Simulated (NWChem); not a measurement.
## Total energies of trimethylsulfonium (C$_{3}$H$_{9}$S (+1))

SMILES: C[S+](C)C
```xyz
13

C     -0.0049    -0.8600     1.4183
S     -0.4903     0.1607     0.0000
C     -0.0049    -0.8600    -1.4183
C      0.7603     1.4741     0.0000
H      1.0577    -1.1602     1.3418
H     -0.6727    -1.7430     1.4255
H     -0.1877    -0.2572     2.3287
H      1.0577    -1.1602    -1.3418
H     -0.1877    -0.2572    -2.3287
H     -0.6727    -1.7430    -1.4255
H      1.7806     1.0449     0.0000
H      0.5833     2.0901    -0.9026
H      0.5833     2.0901     0.9026
```
Charge +1, spin multiplicity 1.

Program: NWChem. Structure: optimised with PBE/def2-SVP, a minimum by its harmonic frequencies.

Basis set: 6-31G* (78 functions).

| method | total energy (Ha) |
|---|---|
| RHF | -516.10412 |
| MP2 | -516.61622 |
| B2PLYP | -517.33073 |
| PBE | -517.29352 |
| B3LYP | -517.66418 |
| LDA (SVWN5) | -515.10950 |
| CCSD(T) | -516.69182 |

Total energies of different functionals aren't comparable as a measure of quality: only differences taken within one method are. 

The correlated methods keep 8 core orbitals frozen. B3LYP has NWChem's definition, with VWN1-RPA local correlation. The Pople sets run with spherical d functions. No row is a measurement; the coupled-cluster row has its own basis-set and correlation limits.
